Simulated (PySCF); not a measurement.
Computed shifts of a molecule C3H4N2, PBE/pcSseg-1 run with PySCF, GIAO, gas phase, equivalent atoms averaged, in ppm (number of nuclei): ¹³C: 135.2 (1), 135.0 (1), 117.9 (1). ¹⁵N: 305.3 (1), 186.0 (1). ¹H: 8.40 (1), 7.58 (1), 7.48 (1), 7.18 (1). References: ¹³C against TMS (σ = 182.0 ppm); ¹⁵N against NH3 (σ = 267.0 ppm); ¹H against TMS (σ = 31.49 ppm), references at their B3LYP-D3(BJ)/def2-TZVP geometries, non-relativistic. The structure is a stationary point at r2SCAN-D4/def2-SVP. Other conformers were not sampled.

Problem. Pick the molecule that these values belong to.
A) C1=NCN=C1
B) C/C=N/C#N
C) c1c[nH]cn1
D) c1cn[nH]c1

Solution. C, c1c[nH]cn1
